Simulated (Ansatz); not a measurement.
`C[CH2][Al]([NH2])[CH](C)C`, charge 0, multiplicity 1.

(1) Give a relaxed structure at PBE0-D4/def2-TZVP (Ansatz). (Best estimate.)

Results:

(1) Ansatz gave: 
Cartesian coordinates in Å:
```
C 2.9257 -0.7425 0.7278
C 1.6455 0.0915 0.7767
Al 0.1282 -0.6146 -0.2510
N 0.3480 -2.1587 -1.0987
C -1.6012 0.3260 -0.3871
C -2.1760 0.6568 0.9907
C -1.4695 1.5988 -1.2266
H 3.2987 -0.8490 -0.2950
H 3.7344 -0.3018 1.3194
H 2.7625 -1.7535 1.1125
H 1.3215 0.2196 1.8182
H 1.8493 1.1130 0.4288
H -0.3553 -2.6221 -1.6509
H 1.1972 -2.7005 -1.1007
H -2.3047 -0.3447 -0.8984
H -1.4985 1.2977 1.5655
H -3.1281 1.1968 0.9092
H -2.3626 -0.2382 1.5920
H -1.1351 1.3934 -2.2481
H -0.7534 2.3007 -0.7849
H -2.4266 2.1312 -1.2997
```
This is one stationary point; other conformers may exist.
